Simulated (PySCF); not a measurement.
CH₃BCl₂OSi.
Numbering: `[O:1]=[CH:2][SiH2:3][B:4]([Cl:5])[Cl:6]` (hydrogens: H7 on C2; H8, H9 on Si3)

Torsions of this conformer, `[O:1]=[CH:2][SiH2:3][B:4]([Cl:5])[Cl:6]`: O1–C2–Si3–B4 0°, C2–Si3–B4–Cl5 87°.

The closed-shell ground state was solved at several levels (PySCF, density fitting, gas phase, non-relativistic). One conformer (not necessarily the lowest) at the PBE0-D3(BJ)/def2-SVP geometry, without solvent, vibrations or thermal averaging.

```json
{"level": "PBE0/6-31+G*", "basis functions": "126", "total energy (Eh)": "-1349.2845", "HOMO (eV)": "-7.31", "LUMO (eV)": "-2.39", "gap (eV)": "4.92", "dipole (D)": "2.53"}
{"level": "PBE0/def2-TZVPD", "basis functions": "276", "total energy (Eh)": "-1349.4280", "HOMO (eV)": "-7.27", "LUMO (eV)": "-2.40", "gap (eV)": "4.87", "dipole (D)": "2.31"}
{"level": "PBE0/aug-cc-pVDZ", "basis functions": "177", "total energy (Eh)": "-1349.3692", "HOMO (eV)": "-7.26", "LUMO (eV)": "-2.34", "gap (eV)": "4.92", "dipole (D)": "2.36"}
{"level": "PBE0/def2-TZVP", "basis functions": "222", "total energy (Eh)": "-1349.4263", "HOMO (eV)": "-7.24", "LUMO (eV)": "-2.34", "gap (eV)": "4.90", "dipole (D)": "2.26"}
```

Q: What might PBE0/pcSseg-1 (138 basis functions) give for the same quantities?

A: Total energy -1349.2722 Eh, HOMO -7.28 eV, LUMO -2.33 eV, gap 4.95 eV, dipole 2.53 D.

Q: Over all these levels, which gives the widest orbital gap and which the narrowest?

A: PBE0/pcSseg-1 has the widest, 4.95 eV, and PBE0/def2-TZVPD the narrowest, 4.87 eV. From the narrowest to the widest the HOMO moves by -0.01 eV and the LUMO by +0.07 eV.

Q: How much does the basis alone move the frontier levels among the 5 PBE0 rows (the withheld one included)?

A: The HOMO by 0.07 eV and the LUMO by 0.07 eV. By rising basis size (HOMO, LUMO in eV): 6-31+G* -7.31, -2.39; pcSseg-1 -7.28, -2.33; aug-cc-pVDZ -7.26, -2.34; def2-TZVP -7.24, -2.34; def2-TZVPD -7.27, -2.40.

Q: How far do the dipole and the HOMO energy spread over the levels?

A: The dipole runs from 2.26 to 2.53 D (mean 2.40 D) and the HOMO from -7.31 to -7.24 eV.
